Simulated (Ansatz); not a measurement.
The cluster Cu₅H₅. Charge 0, multiplicity 1. Geometry PBE-D4/def2-SVP, basis def2-TZVP, Ansatz.

```xyz
10

Cu   -1.116   -0.023    1.691
Cu    0.263    1.772    0.948
Cu   -0.951   -1.787    0.098
Cu    1.279    1.118   -1.105
Cu    0.526   -1.080   -1.632
H     1.497    0.033   -2.277
H    -0.715    1.455    2.189
H    -1.714   -1.506    1.489
H     1.286    2.399   -0.127
H    -0.354   -2.382   -1.275
```

```
run  HOMO (eV)  LUMO (eV)
  A      -5.85      -2.63
  B     -10.65       1.05
  C      -5.82      -2.78
  D      -6.89      -2.34
  E      -7.30      -1.99
```

HSE06 is defined as in plane-wave codes, on full-range PBE exchange. No other spin state of charge 0 was run. The structure comes from a short search, and lower isomers may exist.

Problem. The runs used HF, HSE06, PBE, PBE0, r2SCAN. Estimate which is which.

Solution. A r2SCAN (0 % exact exchange); B HF (100 % exact exchange); C PBE (0 % exact exchange); D HSE06 (range-separated); E PBE0 (25 % exact exchange). Exact exchange lowers occupied and raises empty levels; among semilocal functionals meta-GGAs tend to open the gap a little, and such runs are hard to tell apart. The gap grows from 3.04 eV (PBE) to 11.70 eV (HF).
